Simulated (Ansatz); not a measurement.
The same path of CH5Ga + H2 (9 atoms, charge 0, multiplicity 1) was run 3 times with different band settings. Lost on the way: Ga1–C2, H8–H9. Made: Ga1–H8, C2–H9.

All numbers below come from RKS PBE0/def2-TZVP (Ansatz 0.2.0).

Relaxed end points:

```xyz
9
Properties=species:S:1:pos:R:3
Ga -0.007 0.010 0.360
C 0.036 0.332 2.305
H -0.901 0.055 2.791
H 0.862 -0.190 2.791
H 0.186 1.403 2.471
H 1.332 -0.203 -0.441
H -1.359 0.111 -0.439
H -0.314 -2.375 0.219
H -0.264 -2.303 0.967
```

```xyz
9
Properties=species:S:1:pos:R:3
Ga -0.086 -0.600 -0.431
C -0.018 -0.146 2.568
H -0.941 0.096 3.091
H 0.806 -0.238 3.274
H 0.215 0.659 1.868
H 1.327 0.057 -0.610
H -1.380 0.281 -0.524
H -0.210 -2.157 -0.278
H -0.143 -1.110 2.065
```

Common settings: spring 5.0 eV/Å²; optimiser quadratic models (default); start path through a guess of the saddle point; force threshold 0.05 eV/Å; iteration limit 60; end points relaxed.

| run | movable images | climbing image |
| --- | --- | --- |
| 1 | 7 | yes |
| 2 | 8 | no |
| 3 | 1 | no |

Q: What does each run give, and how far can it be trusted?

A: Run 1: converged after 8 iterations, highest image 1.242 eV above the first end. A vibrational analysis at the climbing image gives one clearly imaginary mode, 1421i cm⁻¹: a first-order saddle point.
Run 2: converged after 7 iterations, highest image 1.081 eV above the first end. No image climbed, so the highest image needn't sit at the top of the path.
Run 3: converged after 42 iterations, highest image 0.067 eV above the first end. No image climbed, so the highest image needn't sit at the top of the path. A band with more images between the same ends climbed to 1.24 eV, so this one has probably stepped over the top. So few images can step over the top or miss a turn of the path.
The orbitals stay closed-shell, which can raise the energy where a bond breaks towards radicals; this wasn't checked here.
